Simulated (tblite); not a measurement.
Record of a relaxation.

Species: C5H15GeP.
Atom-mapped SMILES: `[CH3:1][P:2]([CH3:3])[Ge:4]([CH3:5])([CH3:6])[CH3:7]` (hydrogens: H8, H9, H10 on C1; H11, H12, H13 on C3; H14, H15, H16 on C5; H17, H18, H19 on C6; H20, H21, H22 on C7)

Computed with GFN2-xTB (tblite), gas phase: L-BFGS steps from a force-field or distance-geometry start until the largest atomic force falls under 0.01 eV/Å. 5 of its 41 geometries are shown.

Step 0: E = -619.6135 eV, largest atomic force 1.194 eV/Å
```
atom  x, y, z in Å  |  force x, y, z in eV/Å
C1      2.080   -1.324   -0.136   -0.136  -0.199   0.200
P2      1.324    0.058   -1.164    1.125  -0.095   0.388
C3      1.990    1.452   -0.107   -0.414   0.514   0.000
Ge4    -0.758   -0.016   -0.205    0.152  -0.173  -0.006
C5     -1.668   -1.630   -0.800   -0.454  -0.642  -0.544
C6     -1.775    1.529   -0.782   -0.375   0.955  -0.024
C7     -0.708   -0.036    1.747   -0.102   0.054   1.097
H8      3.167   -1.373   -0.335   -0.594  -0.015   0.073
H9      1.608   -2.288   -0.420    0.391   0.585   0.133
H10     1.916   -1.151    0.953    0.174  -0.123  -0.804
H11     1.838    1.254    0.969    0.151   0.066  -0.517
H12     3.060    1.583   -0.311   -0.349   0.002   0.051
H13     1.444    2.393   -0.370    0.531  -0.695   0.145
H14    -1.713   -1.625   -1.918   -0.071  -0.250   0.989
H15    -2.697   -1.644   -0.387    0.645  -0.222  -0.384
H16    -1.109   -2.521   -0.454   -0.551   0.401  -0.342
H17    -1.268    2.455   -0.418   -0.637  -0.601  -0.408
H18    -2.797    1.474   -0.361    0.570   0.265  -0.368
H19    -1.822    1.544   -1.881   -0.113   0.207   0.509
H20    -1.743   -0.075    2.143    0.711   0.040  -0.131
H21    -0.162   -0.926    2.112   -0.322   0.576  -0.030
H22    -0.219    0.885    2.125   -0.331  -0.651  -0.029
```

Step 10: E = -619.8867 eV, largest atomic force 0.074 eV/Å
```
atom  x, y, z in Å  |  force x, y, z in eV/Å
C1      2.109   -1.329   -0.137    0.005   0.015  -0.020
P2      1.412    0.057   -1.156    0.022  -0.009   0.070
C3      2.016    1.466   -0.111    0.012  -0.016  -0.014
Ge4    -0.750   -0.021   -0.211   -0.036  -0.009   0.028
C5     -1.692   -1.673   -0.822    0.012   0.055   0.027
C6     -1.799    1.575   -0.795    0.010  -0.058   0.016
C7     -0.711   -0.036    1.801   -0.030  -0.002  -0.040
H8      3.179   -1.407   -0.323   -0.017  -0.008   0.000
H9      1.633   -2.260   -0.440    0.044  -0.003  -0.003
H10     1.939   -1.161    0.925    0.044  -0.034  -0.024
H11     1.862    1.263    0.948    0.041   0.038  -0.018
H12     3.077    1.622   -0.297   -0.011   0.004  -0.003
H13     1.475    2.366   -0.392    0.037   0.020  -0.004
H14    -1.749   -1.694   -1.905   -0.007  -0.005  -0.002
H15    -2.701   -1.699   -0.422   -0.018  -0.011  -0.008
H16    -1.170   -2.566   -0.491   -0.011   0.014   0.000
H17    -1.335    2.495   -0.453   -0.002  -0.004   0.002
H18    -2.805    1.530   -0.393   -0.026   0.008  -0.006
H19    -1.861    1.607   -1.879   -0.006   0.005   0.004
H20    -1.726   -0.072    2.178   -0.045  -0.003   0.014
H21    -0.178   -0.903    2.180   -0.010  -0.011  -0.009
H22    -0.236    0.858    2.195   -0.008   0.013  -0.009
```

Step 20: E = -619.8951 eV, largest atomic force 0.045 eV/Å
```
atom  x, y, z in Å  |  force x, y, z in eV/Å
C1      2.134   -1.339   -0.139    0.000   0.024  -0.014
P2      1.415    0.057   -1.131   -0.034  -0.006   0.029
C3      2.041    1.478   -0.111    0.006  -0.023  -0.013
Ge4    -0.766   -0.022   -0.201    0.004  -0.004   0.012
C5     -1.709   -1.669   -0.819    0.023   0.025   0.008
C6     -1.814    1.569   -0.793    0.022  -0.023   0.006
C7     -0.746   -0.037    1.807   -0.001   0.001  -0.015
H8      3.202   -1.405   -0.343   -0.005   0.021  -0.001
H9      1.667   -2.270   -0.455    0.007   0.021   0.006
H10     1.983   -1.199    0.930    0.009   0.000  -0.019
H11     1.905    1.306    0.955    0.008   0.000  -0.017
H12     3.101    1.621   -0.318    0.003  -0.019   0.000
H13     1.511    2.381   -0.407    0.005  -0.017   0.003
H14    -1.757   -1.691   -1.903   -0.001  -0.010   0.001
H15    -2.721   -1.704   -0.429    0.016   0.016   0.000
H16    -1.184   -2.559   -0.484   -0.020  -0.012  -0.009
H17    -1.347    2.486   -0.446   -0.017   0.015  -0.009
H18    -2.826    1.533   -0.400    0.012  -0.018   0.000
H19    -1.868    1.604   -1.877    0.000   0.009   0.003
H20    -1.758   -0.074    2.193   -0.013  -0.002  -0.018
H21    -0.207   -0.904    2.179   -0.013  -0.003   0.023
H22    -0.266    0.858    2.192   -0.011   0.004   0.025
```

Step 30: E = -619.8993 eV, largest atomic force 0.039 eV/Å
```
atom  x, y, z in Å  |  force x, y, z in eV/Å
C1      2.150   -1.332   -0.146    0.020   0.005  -0.015
P2      1.406    0.057   -1.125   -0.028  -0.002   0.006
C3      2.059    1.473   -0.119    0.017  -0.002  -0.014
Ge4    -0.763   -0.022   -0.184    0.015  -0.003  -0.022
C5     -1.709   -1.663   -0.816    0.002   0.010   0.005
C6     -1.815    1.562   -0.790    0.002  -0.008   0.004
C7     -0.775   -0.038    1.823    0.000  -0.001  -0.025
H8      3.215   -1.372   -0.367    0.027  -0.017   0.001
H9      1.697   -2.268   -0.467    0.006   0.005   0.019
H10     2.016   -1.205    0.926   -0.025   0.011  -0.028
H11     1.937    1.315    0.951   -0.025  -0.012  -0.024
H12     3.118    1.590   -0.342    0.024   0.015  -0.001
H13     1.543    2.382   -0.419    0.007  -0.004   0.018
H14    -1.755   -1.686   -1.901    0.001   0.021   0.012
H15    -2.724   -1.677   -0.429    0.000  -0.011  -0.011
H16    -1.204   -2.565   -0.483   -0.004   0.016   0.016
H17    -1.367    2.490   -0.445   -0.007  -0.016   0.018
H18    -2.827    1.506   -0.401   -0.001   0.014  -0.009
H19    -1.864    1.597   -1.874    0.002  -0.021   0.006
H20    -1.799   -0.075    2.179    0.022   0.002   0.014
H21    -0.245   -0.906    2.207   -0.027   0.006   0.014
H22    -0.304    0.857    2.221   -0.028  -0.009   0.013
```

Step 40: E = -619.9016 eV, largest atomic force 0.009 eV/Å
```
atom  x, y, z in Å  |  force x, y, z in eV/Å
C1      2.166   -1.326   -0.160    0.000  -0.003   0.002
P2      1.405    0.058   -1.133   -0.006   0.001   0.000
C3      2.075    1.468   -0.133   -0.001   0.003   0.001
Ge4    -0.758   -0.023   -0.172    0.001   0.001  -0.002
C5     -1.711   -1.654   -0.810   -0.001  -0.004   0.000
C6     -1.816    1.553   -0.784   -0.001   0.004   0.001
C7     -0.797   -0.040    1.836   -0.002   0.000  -0.002
H8      3.232   -1.359   -0.380    0.002   0.000  -0.001
H9      1.721   -2.268   -0.472   -0.004   0.001  -0.008
H10     2.027   -1.194    0.911    0.001   0.002   0.003
H11     1.949    1.305    0.936    0.000  -0.002   0.002
H12     3.136    1.577   -0.354    0.001   0.001   0.000
H13     1.568    2.385   -0.424   -0.004  -0.003  -0.008
H14    -1.748   -1.671   -1.895    0.006   0.000   0.003
H15    -2.730   -1.663   -0.433    0.000   0.001  -0.002
H16    -1.217   -2.560   -0.474    0.002   0.000   0.003
H17    -1.380    2.484   -0.436    0.001   0.000   0.002
H18    -2.832    1.492   -0.406    0.000  -0.001  -0.002
H19    -1.857    1.583   -1.869    0.006   0.001   0.003
H20    -1.828   -0.077    2.172    0.004   0.000   0.002
H21    -0.279   -0.908    2.232   -0.003   0.006   0.001
H22    -0.338    0.855    2.246   -0.003  -0.006   0.001
```

Question: Summarise the path.

Answer: The energy falls by 6.64 kcal/mol from step 0 to step 40; nine tenths of that is first reached at step 7. It falls at every step. The largest force goes from 1.194 to 0.009 eV/Å. Among the bonds P2–Ge4 changes most, from 2.293 to 2.368 Å; the atoms move by 0.103 Å rms after alignment.

Question: Follow the three bonds and two angles with the largest change from start to end.

Answer: 
| step | E above end (kcal/mol) | largest force (eV/Å) | P2–Ge4 (Å) | Ge4–C6 (Å) | Ge4–C7 (Å) | Ge4–C6–H17 (°) | C1–P2–C3 (°) |
| --- | --- | --- | --- | --- | --- | --- | --- |
| 0 | 6.64 | 1.194 | 2.293 | 1.937 | 1.952 | 109.0 | 95.5 |
| 2 | 2.17 | 0.331 | 2.320 | 1.966 | 1.980 | 108.8 | 97.2 |
| 3 | 1.88 | 0.266 | 2.326 | 1.967 | 1.981 | 109.1 | 97.5 |
| 5 | 1.03 | 0.329 | 2.345 | 1.971 | 1.987 | 110.7 | 97.9 |
| 7 | 0.56 | 0.218 | 2.347 | 1.986 | 2.003 | 111.3 | 97.5 |
| 9 | 0.38 | 0.165 | 2.355 | 1.996 | 2.012 | 111.1 | 97.6 |
| 10 | 0.34 | 0.074 | 2.360 | 1.997 | 2.012 | 111.1 | 97.8 |
| 12 | 0.32 | 0.052 | 2.364 | 1.996 | 2.010 | 111.2 | 98.0 |
| 14 | 0.27 | 0.087 | 2.364 | 1.993 | 2.006 | 111.2 | 98.2 |
| 16 | 0.22 | 0.076 | 2.364 | 1.993 | 2.004 | 111.0 | 98.3 |
| 17 | 0.20 | 0.095 | 2.365 | 1.994 | 2.005 | 110.8 | 98.4 |
| 19 | 0.16 | 0.061 | 2.370 | 1.996 | 2.007 | 110.6 | 98.6 |
| 21 | 0.14 | 0.062 | 2.372 | 1.996 | 2.007 | 110.7 | 98.7 |
| 23 | 0.12 | 0.089 | 2.369 | 1.994 | 2.005 | 110.9 | 98.8 |
| 24 | 0.11 | 0.079 | 2.365 | 1.994 | 2.005 | 111.1 | 98.7 |
| 26 | 0.09 | 0.057 | 2.362 | 1.995 | 2.005 | 111.2 | 98.4 |
| 28 | 0.07 | 0.051 | 2.364 | 1.996 | 2.006 | 111.3 | 98.3 |
| 30 | 0.05 | 0.039 | 2.366 | 1.996 | 2.007 | 111.4 | 98.3 |
| 31 | 0.04 | 0.051 | 2.366 | 1.995 | 2.008 | 111.4 | 98.3 |
| 33 | 0.02 | 0.080 | 2.364 | 1.994 | 2.008 | 111.5 | 98.2 |
| 35 | 0.00 | 0.032 | 2.365 | 1.994 | 2.008 | 111.5 | 97.9 |
| 37 | 0.00 | 0.015 | 2.368 | 1.994 | 2.008 | 111.5 | 97.8 |
| 38 | 0.00 | 0.014 | 2.368 | 1.994 | 2.008 | 111.5 | 97.8 |
| 40 | 0.00 | 0.009 | 2.368 | 1.994 | 2.008 | 111.5 | 97.8 |
